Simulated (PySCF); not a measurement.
## Frontier levels across methods

Compound: CH₄BN₂P.
Structure used (PBE0-D3(BJ)/def2-SVP), in Å, numbered top down from 1:
```
atom  x, y, z in Å
N1    -1.0562    2.5789   -0.6193
C2    -0.6534    1.5076   -0.4297
B3    -0.0749    0.0904   -0.1679
N4    -0.9607   -0.9528    0.0676
P5     1.8265   -0.1439   -0.3522
H6    -0.6641   -1.9022    0.2524
H7    -1.9657   -0.8280    0.0635
H8     2.2114    0.9470    0.4780
H9     1.9910   -1.1515    0.6449
```

Basis pcSseg-2 throughout (PySCF), one geometry. Geometry: PBE0-D3(BJ)/def2-SVP, one conformer, isolated molecule.

How do the orbital energies, the gap and the dipole change with the method?

| method | kind | HOMO (eV) | LUMO (eV) | gap (eV) | μ (D) | SCF cycles |
| --- | --- | --- | --- | --- | --- | --- |
| BLYP | GGA | -6.44 | -2.33 | 4.11 | 4.65 | 15 |
| B97-D | GGA | -6.55 | -2.36 | 4.18 | 4.63 | 16 |
| OPBE | GGA | -6.59 | -2.39 | 4.19 | 4.66 | 16 |
| PBE | GGA | -6.59 | -2.49 | 4.10 | 4.67 | 16 |
| KT2 | GGA | -6.65 | -2.48 | 4.17 | 4.59 | 17 |
| KT3 | GGA | -6.66 | -2.43 | 4.23 | 4.57 | 16 |
| BP86 | GGA | -6.69 | -2.57 | 4.11 | 4.67 | 16 |
| LDA | LDA | -6.70 | -2.72 | 3.98 | 4.77 | 15 |
| B97-2 | global hybrid | -7.48 | -1.61 | 5.87 | 4.65 | 13 |
| B3LYP | global hybrid | -7.50 | -1.78 | 5.73 | 4.66 | 14 |
| PBE0 | global hybrid | -7.72 | -1.59 | 6.13 | 4.68 | 14 |
| mPW1PW91 | global hybrid | -7.74 | -1.59 | 6.15 | 4.67 | 14 |
| BHandHLYP | global hybrid | -8.74 | -0.54 | 8.20 | 4.67 | 14 |
| CAM-B3LYP | range-separated hybrid | -9.01 | -0.46 | 8.55 | 4.68 | 14 |
| wB97X-D | range-separated hybrid | -9.56 | 0.21 | 9.77 | 4.68 | 14 |
| HF | Hartree–Fock | -10.33 | 1.99 | 12.32 | 4.67 | 12 |
| LC-wPBE | range-separated hybrid | -10.36 | 0.65 | 11.01 | 4.71 | 14 |

The HOMO spans 3.92 eV, from BLYP down to LC-wPBE, and the gap runs from 3.98 eV (LDA) to 12.32 eV (HF). Over the methods BLYP (0 %), B97-D (0 %), OPBE (0 %), PBE (0 %), KT2 (0 %), KT3 (0 %), BP86 (0 %), LDA (0 %), B97-2 (21 %), B3LYP (20 %), PBE0 (25 %), mPW1PW91 (25 %), BHandHLYP (50 %), HF (100 %), a straight line through the gap against the share of exact exchange rises by 0.82 eV for each 10 % (correlation coefficient 1.000). The dipole ranges from 4.57 D (KT3) to 4.77 D (LDA). This basis has no diffuse functions.

The vertical ΔSCF ionisation energy at wB97X-D/def2-SVPD is 9.95 eV; −ε(HOMO) comes closest to it with HF (10.33 eV) and wB97X-D (9.56 eV).
